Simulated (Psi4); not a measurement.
C₂H₈Si₂, charge +1, doublet, at the geometry of the source list (a state made from the parent by changing its charge; the spin is typed, not shown lowest), atoms displaced at random by about 0.08 Å a coordinate; TPSS/STO-3G, gradient in Psi4 1.11.

Input for Psi4:
```
memory 2 GB

molecule mol {
1 2
C     0.209563    0.467164    1.272378
Si    1.330568   -0.296032   -0.403408
C    -0.214480   -0.414474   -1.298131
Si   -1.358944    0.048039    0.362239
H     0.481841    1.351873    1.490835
H     0.291594   -0.339562    2.224840
H     2.239821    0.607911   -0.652027
H     2.059121   -1.566924    0.005673
H    -0.265153    0.297849   -2.134577
H    -0.456430   -1.451284   -1.493822
H    -2.060171    1.599014    0.038864
H    -2.289092   -0.574488    0.844115
symmetry c1
no_reorient
no_com
}

set {
  basis sto-3g
  reference uks
}

gradient('tpss')
print_variables()
```

Predict the main parts of the log of this Psi4 run.


```
gradient() will perform analytic gradient computation.

   => Loading Basis Set <=

    Name: STO-3G
    Role: ORBITAL
    Keyword: BASIS

         ---------------------------------------------------------
                                   SCF
               by Justin Turney, Rob Parrish, Andy Simmonett
                          and Daniel G. A. Smith
                              UKS Reference
         ---------------------------------------------------------

  ==> Geometry <==

    Molecular point group: c1
    Full point group: C1

    Geometry (in Angstrom), charge = 1, multiplicity = 2:

       Center              X                  Y                   Z               Mass
    ------------   -----------------  -----------------  -----------------  -----------------
         C            0.209563000000     0.467164000000     1.272378000000    12.000000000000
         SI           1.330568000000    -0.296032000000    -0.403408000000    27.976926534650
         C           -0.214480000000    -0.414474000000    -1.298131000000    12.000000000000
         SI          -1.358944000000     0.048039000000     0.362239000000    27.976926534650
         H            0.481841000000     1.351873000000     1.490835000000     1.007825032230
         H            0.291594000000    -0.339562000000     2.224840000000     1.007825032230
         H            2.239821000000     0.607911000000    -0.652027000000     1.007825032230
         H            2.059121000000    -1.566924000000     0.005673000000     1.007825032230
         H           -0.265153000000     0.297849000000    -2.134577000000     1.007825032230
         H           -0.456430000000    -1.451284000000    -1.493822000000     1.007825032230
         H           -2.060171000000     1.599014000000     0.038864000000     1.007825032230
         H           -2.289092000000    -0.574488000000     0.844115000000     1.007825032230

  Running in c1 symmetry.

  Rotational constants: A =      0.24417  B =      0.11808  C =      0.08773 [cm^-1]
  Rotational constants: A =   7319.93462  B =   3540.08994  C =   2630.05642 [MHz]
  Nuclear repulsion =  215.051308590188569

  Charge       = 1
  Multiplicity = 2
  Electrons    = 47
  Nalpha       = 24
  Nbeta        = 23

  ==> Algorithm <==

  SCF Algorithm Type is DF.
  DIIS enabled.
  MOM disabled.
  Fractional occupation disabled.
  Guess Type is SAD.
  Energy threshold   = 1.00e-08
  Density threshold  = 1.00e-08
  Integral threshold = 1.00e-12

  ==> Primary Basis <==

  Basis Set: STO-3G
    Blend: STO-3G
    Number of shells: 24
    Number of basis functions: 36
    Number of Cartesian functions: 36
    Spherical Harmonics?: true
    Max angular momentum: 1

  ==> DFT Potential <==

   => LibXC <=

    Version 7.1.2
    S. Lehtola, C. Steigemann, M. J. T. Oliveira, and M. A. L. Marques,  SoftwareX 7, 1–5 (2018) (10.1016/j.softx.2017.11.002)

   => Composite Functional: TPSS <=

    TPSS Meta-GGA XC Functional

    J. Tao, et al., Phys. Rev. Lett., 91, 146401, 2003

    Deriv               =              1
    GGA                 =           TRUE
    Meta                =           TRUE

    Exchange Hybrid     =          FALSE
    MP2 Hybrid          =          FALSE

   => Exchange Functionals <=

    1.0000   XC_MGGA_X_TPSS

   => Correlation Functionals <=

    1.0000   XC_MGGA_C_TPSS

   => LibXC Density Thresholds  <==

    XC_MGGA_C_TPSS:  1.00E-15
    XC_MGGA_X_TPSS:  1.00E-15

   => Molecular Quadrature <=

    Radial Scheme          =       TREUTLER
    Pruning Scheme         =           NONE
    Nuclear Scheme         =       TREUTLER

    Blocking Scheme        =         OCTREE
    BS radius alpha        =              1
    Pruning alpha          =              1
    Radial Points          =             75
    Spherical Points       =            302
    Total Points           =         253936
    Total Blocks           =           1914
    Max Points             =            256
[...]
  @DF-UKS Final Energy:  -652.03611377925722
    Total Energy =                       -652.0361137792572208
[...]
         H            2.239821000000     0.607911000000    -0.652027000000     1.007825032230
         H            2.059121000000    -1.566924000000     0.005673000000     1.007825032230
         H           -0.265153000000     0.297849000000    -2.134577000000     1.007825032230
         H           -0.456430000000    -1.451284000000    -1.493822000000     1.007825032230
         H           -2.060171000000     1.599014000000     0.038864000000     1.007825032230
         H           -2.289092000000    -0.574488000000     0.844115000000     1.007825032230

  Nuclear repulsion =  215.051308590188569

  ==> Basis Set <==

  Basis Set: STO-3G
    Blend: STO-3G
    Number of shells: 24
    Number of basis functions: 36
    Number of Cartesian functions: 36
    Spherical Harmonics?: true
    Max angular momentum: 1

  ==> DFJKGrad: Density-Fitted SCF Gradients <==

    Gradient:                    1
    J tasked:                  Yes
    K tasked:                   No
    wK tasked:                  No
    Integrals threads:           1
    Schwarz Cutoff:          1E-12
    Fitting Condition:       1E-10

   => Auxiliary Basis Set <=

  Basis Set: (STO-3G AUX)
    Blend: DEF2-UNIVERSAL-JKFIT
    Number of shells: 174
    Number of basis functions: 550
    Number of Cartesian functions: 648
    Spherical Harmonics?: true
    Max angular momentum: 4

  ==> DFT Potential <==

   => LibXC <=

    Version 7.1.2
    S. Lehtola, C. Steigemann, M. J. T. Oliveira, and M. A. L. Marques,  SoftwareX 7, 1–5 (2018) (10.1016/j.softx.2017.11.002)

   => Composite Functional: TPSS <=

    TPSS Meta-GGA XC Functional

    J. Tao, et al., Phys. Rev. Lett., 91, 146401, 2003

    Deriv               =              1
    GGA                 =           TRUE
    Meta                =           TRUE

    Exchange Hybrid     =          FALSE
    MP2 Hybrid          =          FALSE

   => Exchange Functionals <=

    1.0000   XC_MGGA_X_TPSS

   => Correlation Functionals <=

    1.0000   XC_MGGA_C_TPSS

   => LibXC Density Thresholds  <==

    XC_MGGA_C_TPSS:  1.00E-15
    XC_MGGA_X_TPSS:  1.00E-15

   => Molecular Quadrature <=

    Radial Scheme          =       TREUTLER
    Pruning Scheme         =           NONE
    Nuclear Scheme         =       TREUTLER

    Blocking Scheme        =         OCTREE
    BS radius alpha        =              1
    Pruning alpha          =              1
    Radial Points          =             75
    Spherical Points       =            302
    Total Points           =         253936
    Total Blocks           =           1914
    Max Points             =            256
    Max Functions          =             35
    Weights Tolerance      =       1.00E-15

  -Total Gradient:
     Atom            X                  Y                   Z
    ------   -----------------  -----------------  -----------------
       1        0.053636139167     0.248949068769    -0.023347885971
       2        0.017933212281     0.080860099771    -0.062633547533
       3        0.030582999103    -0.009480872885    -0.015838875545
       4       -0.122991882494    -0.194426826475     0.124087280501
       5       -0.058046356759    -0.168817689321    -0.037859646716
       6       -0.008560255290    -0.055990654125     0.051635405582
       7       -0.059967319980    -0.075258670497     0.021474211877
       8        0.022331711660    -0.020866641828     0.002849364877
       9        0.014833292910     0.004284239807     0.003482758451
      10        0.010324733287     0.014681716873     0.017010690108
      11       -0.030550036452     0.060657959871    -0.007080397871
      12        0.130405934407     0.115427731396    -0.073815017162

  Variable Map:
  ----------------------------------------------------------------------------
[...]
  Array Variable Map:
  ----------------------------------------------------------------------------
[...]
[...]
```
